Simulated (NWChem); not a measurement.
Species: C₂H₄O₂Si; SMILES O[Si@@H]1C=CO1

```xyz
9

O     -0.0209     1.8991    -0.4130
Si     0.0730     0.4821     0.4199
C      1.1181    -0.9386    -0.0965
C     -0.0717    -1.5621    -0.2574
O     -1.1207    -0.7133    -0.0288
H      0.0888     1.8529    -1.3681
H     -0.0504     0.8647     1.8429
H      2.1199    -1.3507    -0.1846
H     -0.3261    -2.5996    -0.5113
```
Atoms are numbered in this order, from 1.

All runs: NWChem. The geometry was optimised at PBE0/def2-SVP. Total energies compare along this basis series because the functional is fixed.

| level | basis functions | energy (Ha) | highest occupied level (eV) | orbital gap (eV) | dipole (D) |
|---|---|---|---|---|---|
| PBE0/pcseg-1 | 94 | -518.1516 | -7.03 | 6.65 | 1.90 |
| PBE0/aug-pcseg-1 | 155 | -518.1716 | -7.00 | ? | 1.74 |
| PBE0/pcseg-2 | 210 | -518.3329 | -7.01 | 6.55 | 1.78 |
| PBE0/STO-3G | 33 | -511.7952 | -3.34 | 7.31 | 1.09 |
| PBE0/def2-SVP | 94 | -517.9486 | -6.85 | 6.70 | 1.78 |

### Question
Complete the blanks.

### Answer

- PBE0/aug-pcseg-1, orbital gap (eV): 6.43
